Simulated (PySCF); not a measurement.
**Simulated absorption spectrum**

Species: C5H11OP.
SMILES: `CO[C@@H]1CCCP1`

Computed with TDDFT wB97X-D/def2-SVPD, vertical, gas phase, core orbitals frozen in the response in PySCF 2.14.0, density-fitted response routines. Isolated species at its GFN2-xTB geometry (one conformer only).

Broadening: Gaussians 0.3 eV wide at half height, area fixed by f = 4.319×10⁻⁹ ∫ε dν̃. The width is an assumption, not a result. The curve ends short of the highest state used, and states not computed would add to its high-energy end.

λ (nm), ε (L mol⁻¹ cm⁻¹) and a bar:
```
    163.2      13841 ##############################
    165.1       8864 ###################
    167.1       5314 ############
    169.0       4040 #########
    170.9       2969 ######
    172.8       1651 ####
    174.7        688 #
    176.7        404 #
    178.6        908 ##
    180.5       2271 #####
    182.4       4217 #########
    184.3       5823 #############
    186.3       6297 ##############
    188.2       5847 #############
    190.1       5285 ###########
    192.0       4817 ##########
    193.9       4108 #########
    195.9       2953 ######
    197.8       1776 ####
    199.7        875 ##
    201.6        354 #
    203.5        119 
    205.4         34 
    207.4          7
```

Q: Locate the maxima and give the states behind the curve.

A: 186 nm (6.66 eV), ε about 6300, made up of S1 (11%) and S2 (89%) (ε in L mol⁻¹ cm⁻¹; maxima over ε = 5, shares over 10%). At its high-energy end, 7.60 eV, the curve is still rising (ε about 14000, from S4 and S5). The states used: S1 6.43 eV (f 0.043); S2 6.69 eV (f 0.064); S3 7.33 eV (f 0.037); S4 7.63 eV (f 0.064); S5 7.67 eV (f 0.094); S6 7.83 eV (f 0.049); S7 8.00 eV (f 0.012); S8 8.20 eV (f 0.020).

Q: What would ε be at 6.66 eV, the highest of these maxima, with half the width (0.15 eV)?

A: About 9960 L mol⁻¹ cm⁻¹ against 6310, a factor of about 1.6; a lone state at its own centre would give exactly 2.

Q: Coming from long wavelengths, where does ε first pass 100 L mol⁻¹ cm⁻¹?

A: At about 204 nm (6.08 eV), 0.34 eV below S1.

Q: On this curve, what absorbance would a 10⁻³ mol/L sample give at 193 nm over a 1 cm path?

A: 193 nm is 6.424 eV, where ε is about 4500 L mol⁻¹ cm⁻¹, so A = ε c l ≈ 4.5 (Beer–Lambert, with the gas-phase spectrum and the assumed width).
